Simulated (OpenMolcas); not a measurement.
Lines of Er3+: computed and rescaled rates

```json
{
  "Program": "OpenMolcas 26.06",
  "Method": "CASSCF",
  "Basis": "ANO-R3 [10s8p5d5f3g2h]",
  "Scalar Hamiltonian": "X2C, finite nucleus",
  "Active space": "11 electrons in 7 orbitals (4f)",
  "State averaging": "2S+1 = 4 odd, 35 roots (21 in the spin-orbit step); 2S+1 = 2 odd, 43 roots kept (CI in the orbitals of an earlier block, 35 in the spin-orbit step)",
  "Spin-orbit coupling": "state interaction with AMFI integrals over the reference wave functions, term energies averaged over their components"
}
```

Rates come from the transition moments of the reference wave functions (E1 and E2 in the length form). At fixed line strength A goes as λ^-3 for E1 and M1 and as λ^-5 for E2, so a rate at the computed wavelength can be rescaled to the measured one. Measured vacuum wavelengths follow from level energies in the list in Tchang-Brillet, Wyart, Meftah and Ait Mammar, Atoms 6, 52 (2018). Branching counts decays inside the model space alone, at computed energies, and the table is only a selection of the M1 lines, drawn from those between levels with measured partners whose computed energy lies within a factor of 1.5 of the measured one.

```tsv
Upper	Lower	Type	λ computed (nm)	λ measured (nm)	A computed (s-1)	A rescaled (s-1)	Branching %
4f¹¹ ⁴I°_9/2	4f¹¹ ⁴I°_11/2	M1	3813	4354	7.48e-01	5.02e-01	100.0
4f¹¹ ⁴I°_11/2	4f¹¹ ⁴I°_13/2	M1	2389	2729	3.77e+00	2.53e+00	100.0
4f¹¹ ⁴I°_13/2	4f¹¹ ⁴I°_15/2	M1	1512	1537	1.06e+01	1.01e+01	100.0
```

The largest correction is for 4f¹¹ ⁴I°_11/2 → 4f¹¹ ⁴I°_13/2 (M1): 3.77e+00 × (2389 / 2729)^3 = 2.53e+00 s-1, a factor of 0.67.

These are rates of the free ion; in crystals, glasses and complexes forced electric-dipole and non-radiative decay shorten such lifetimes by orders of magnitude. No measured rate stands beside these. Rescaling mends the energy factor alone: line strengths can still be far off where a level mixes with configurations outside the active space, and weak or spin-changing lines hang on small mixing coefficients that depend on the term gaps too, so rescaling need not improve them.

High states are left out of the spin-orbit mixing, which shifts the levels that they would mix with. Without dynamic correlation excited terms often stand tens of per cent too high (terms of higher spin than the ground term too low), and those without a measured partner can miss by more than the paired ones. Measured partners are found by configuration, term and J. A level has none where our copy of the source lacks it or the pairing is in doubt (some pairs that miss far off the trend of their configuration count as doubtful). Only configurations of the active space appear.

° marks odd parity.
